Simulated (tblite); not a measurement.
A tight-binding relaxation on `[O]1[GeH2][C@@]2(C1)[C@H](CO)OC2`.

Computed with GFN2-xTB geometry optimisation, gas phase (tblite 0.8.0). Start geometry: from a force field or distance geometry. A driver script takes a list of jobs; this job's settings line and coordinates (Å) are shown.

Command:
```bash
OMP_NUM_THREADS=1 python probes_run.py task.json out
```

Input:
```
{"job": {"kind": "relax", "xc": "GFN2-xTB", "basis": "xTB"}, "charge": 0, "multiplicity": 1}
O      2.562000     1.441700     0.908200
C      1.361400     0.699000     1.000600
C      0.886200     0.203400    -0.303400
O      0.568000     1.187700    -1.286100
C     -0.344500     0.214600    -1.767100
C     -0.556300    -0.167800    -0.356600
C     -1.565900     0.536500     0.440300
O     -1.546900    -0.550100     1.335000
Ge    -1.119800    -1.873300     0.177300
H      3.291100     0.796100     0.949700
H      0.612900     1.211500     1.601000
H      1.656300    -0.224600     1.601800
H      1.566800    -0.519000    -0.799100
H     -1.224400     0.694700    -2.243200
H      0.201600    -0.453800    -2.438400
H     -2.522900     0.649600    -0.094600
H     -1.261300     1.485800     0.872500
H     -0.138400    -2.877200     0.780900
H     -2.435600    -2.445400    -0.386100
```

Q: What does the run print?

A: 
```
step      E/eV     max force
  0    -811.09691    4.500
  1    -811.79668    1.895
  2    -812.14017    1.199
  3    -812.29150    0.899
  4    -812.39702    0.682
  5    -812.47712    0.649
  6    -812.53013    0.581
  7    -812.57703    0.688
  8    -812.61885    0.652
  9    -812.64716    0.401
... (115 lines left out)
125    -813.15657    0.015
126    -813.15660    0.012
127    -813.15663    0.015
128    -813.15665    0.017
129    -813.15667    0.016
130    -813.15670    0.013
131    -813.15672    0.015
132    -813.15674    0.015
133    -813.15676    0.011
134    -813.15677    0.010
```

«max force» is the largest atomic force in eV/Å.

Q: From which step on does the largest force stay under 0.1 eV/Å, and how much energy is left to gain from there?

A: From step 69 (0.098 eV/Å), 28.6 meV above the end.

Main results: energy lowered by 47.5 kcal/mol over 134 steps; largest atomic force 0.010 eV/Å at the end.

Q: Estimate the wall time. Hardware: an Arm Neoverse V1 with one thread, on a shared host.

A: About 1.1 s.
Labels such as C1 count atoms from 1, the log's own numbers from 0.
